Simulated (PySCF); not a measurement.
A structure optimised at PBE0-D3(BJ)/def2-SVPD, used in a PySCF frequency run:

```
B
O 1 1.4793
H 2 0.9585 1 106.39
O 1 1.4793 2 106.87 3 -34.95
H 4 0.9585 1 106.39 2 158.32
O 1 1.4793 2 114.80 3 83.36
H 6 0.9585 1 106.39 2 83.36
O 1 1.4793 2 106.87 3 -158.32
H 8 0.9585 1 106.39 2 34.95
```
Charge -1, spin multiplicity 1.

Q: Write its SMILES, formula and point group.

A: O[B-](O)(O)O, BH₄O₄, S4

Q: What are its rotational constants (standard atomic weights)?

A: 5.0353, 5.0353, 4.5593 GHz
